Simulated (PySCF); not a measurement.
**CH8Si2, SMILES `C[SiH2][SiH3]` (charge 0, multiplicity 1)**

The numbers are results of PBE-D3(BJ)/def2-TZVP // PBE0-D3(BJ)/def2-TZVP (PySCF), not measurements.

```
Property                                        Value
-------------  --------------------------------------
HOMO                                         -6.91 eV
dipole moment                               0.198 e·Å
HOMO–LUMO gap                                 6.25 eV
LUMO                                         -0.66 eV
total energy                             -16913.66 eV
cost           about 50 core-seconds (a rough figure)
```

Bonded distances (Å): C1–Si2 1.877, C1–H4 1.092, C1–H5 1.092, C1–H6 1.092, Si2–Si3 2.340, Si2–H7 1.491, Si2–H8 1.491, Si3–H9 1.490, Si3–H10 1.490, Si3–H11 1.488. Angles (°): Si2–C1–H4 110.7, Si2–C1–H5 110.8, Si2–C1–H6 110.7, H4–C1–H5 108.2, H4–C1–H6 108.1, H5–C1–H6 108.2, C1–Si2–Si3 111.1, C1–Si2–H7 110.2, C1–Si2–H8 110.2, Si3–Si2–H7 108.9, Si3–Si2–H8 108.9, H7–Si2–H8 107.5, Si2–Si3–H9 110.2, Si2–Si3–H10 110.2, Si2–Si3–H11 111.6, H9–Si3–H10 107.9, H9–Si3–H11 108.4, H10–Si3–H11 108.4.
